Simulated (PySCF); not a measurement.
# One molecule, a ladder of functionals, a line

Molecule: SMILES [SiH3][SiH](Cl)Cl, Cl2H4Si2.

Geometry:
```json
{"atom": "Si1", "x (Å)": "-0.662", "y (Å)": "0.013", "z (Å)": "0.543"}
{"atom": "Si2", "x (Å)": "1.634", "y (Å)": "0.346", "z (Å)": "0.808"}
{"atom": "Cl3", "x (Å)": "2.632", "y (Å)": "-1.069", "z (Å)": "-0.322"}
{"atom": "Cl4", "x (Å)": "2.108", "y (Å)": "2.235", "z (Å)": "0.114"}
{"atom": "H5", "x (Å)": "-0.982", "y (Å)": "0.117", "z (Å)": "-0.910"}
{"atom": "H6", "x (Å)": "-1.034", "y (Å)": "-1.341", "z (Å)": "1.050"}
{"atom": "H7", "x (Å)": "-1.408", "y (Å)": "1.059", "z (Å)": "1.306"}
{"atom": "H8", "x (Å)": "2.141", "y (Å)": "0.244", "z (Å)": "2.203"}
```

GIAO shieldings (ppm, equivalent atoms averaged) in PySCF on the PBE0-D3(BJ)/def2-SVP geometry, basis pcSseg-2, gas phase, non-relativistic:

| functional | exact exchange (%) | σ(Si2) | σ(Cl3/Cl4) |
| --- | --- | --- | --- |
| BLYP | 0 | 287.4 | 835.9 |
| BP86 | 0 | 299.1 | 844.3 |
| PBE | 0 | 300.9 | 843.8 |
| B3LYP | 20 | 303.8 | 864.4 |
| PBE0 | 25 | 321.1 | 879.4 |
| BHandHLYP | 50 | 328.7 | 899.5 |
| HF | 100 | 375.1 | 949.2 |

Problem. Fit each shielding as a line in the percentage of exact exchange.

Solution. σ(Si2) = 294.9 + 0.78 x (rms 5.8 ppm); σ(Cl3/Cl4) = 843.6 + 1.08 x (rms 4.6 ppm). The functionals also differ in their semilocal parts, which the line can't hold; Hartree–Fock has no correlation at all.

Problem. What does the line predict for mPW1PW91 (25 %), and what does the run give?

Solution. σ(Si2): 314.4 predicted, 319.7 computed; σ(Cl3/Cl4): 870.6 predicted, 879.9 computed ppm.
